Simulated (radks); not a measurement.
Question: Spherical quantum dot in the effective-mass picture: electrons in a hard-walled sphere of radius 3.64, all in effective atomic units (hartree* = m*/eps^2 hartree, bohr* = eps/m* bohr), one dielectric constant everywhere. Calculated with a radial shooting solver with Libxc functionals: non-relativistic Kohn-Sham, LDA (Slater exchange, Perdew-Wang correlation), spin-polarised, spherical densities. Levels are named by radial order and angular momentum (1s, 1p, 1d, 2s, ...), and open shells are averaged over m. At N = 7 the configuration is 1s2 1p(up 3, down 2). Does electron 8 go into 1d up or 1d down or 1p down?

Answer: Into 1p down. The total energies of the other choices lie higher by 0.379 hartree* (1d up), 0.403 hartree* (1d down).
